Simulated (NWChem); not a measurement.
CH₄MgS₂; SMILES C[S][Mg][SH]

```xyz
8

Mg     0.2539    -0.4607    -0.0237
S     -0.1193    -2.7520    -0.0502
H     -0.0910    -2.8161     1.3133
S      0.6181     1.8274    -0.0083
C     -1.0998     2.5132    -0.0105
H     -1.6572     2.2442    -0.9284
H     -1.0000     3.6151     0.0183
H     -1.6795     2.1995     0.8789
```
Atoms are numbered in this order, from 1.

Computed with NWChem. Pople sets run with spherical d functions. Structure relaxed at the PBE-D3(BJ)/def2-SVP level. Vertical excitations in the gas phase; the lowest state need not have the same character in each row.

### Question
Order these by “lowest excitation, singlet (eV)”, lowest first: PBE/6-31+G*, full TDDFT; LDA (Slater exchange, VWN5)/6-31+G*, full TDDFT; PBE0/6-31+G*, full TDDFT.

### Answer
LDA (Slater exchange, VWN5)/6-31+G*, full TDDFT (3.27), PBE/6-31+G*, full TDDFT (3.36), PBE0/6-31+G*, full TDDFT (3.90)
